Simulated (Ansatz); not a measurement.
Reactions of CH6O2SSi, SMILES `C[Si](O)(O)S`.

Calculated with Ansatz (gas phase, PBE0-D4/def2-TZVP geometries, no zero-point term in ΔE). CCSD(T)/CBS adds triple-zeta CCSD(T) − MP2 to the extrapolated MP2 energy (def2 sets, frozen cores). This one scheme is used for every species. Functionals use def2-TZVPP. Triplets are unrestricted, without spin–orbit coupling. Elements past krypton have def2 core potentials. For Br, Te outer-core shells are correlated without core-valence functions, which leaves a few kJ/mol of doubt a bond. Scalar relativity is left out up to krypton. One conformer a species, not always the lowest.

| reaction | PBE-D4 (eV) | CCSD(T)/CBS(def2) (eV) |
| --- | --- | --- |
| `C[Si](O)(O)S` → `[CH2]` (triplet) + `O[SiH](O)S` | 5.16 | 5.09 |
| `C[Si](O)(O)S` + SiH₄ → `C[Si](O)([SiH3])S` + H₂O | 0.99 | 1.19 |
| `C[Si](O)(O)S` + HBr → `C[Si](O)(O)Br` + H₂S | -0.41 | -0.46 |
| `C[Si](O)(O)S` + H₂Te → `O[Si](O)(S)[TeH]` + CH₄ | -0.63 | -0.60 |
| `C[Si](O)(O)S` + HCl → `C[Si](O)(O)Cl` + H₂S | -0.45 | -0.50 |
| `C[Si](O)(O)S` + H₂ → `O[SiH](O)S` + CH₄ | -0.10 | -0.12 |

Largest T1 diagnostic: 0.012, for `C[Si](O)([SiH3])S`.
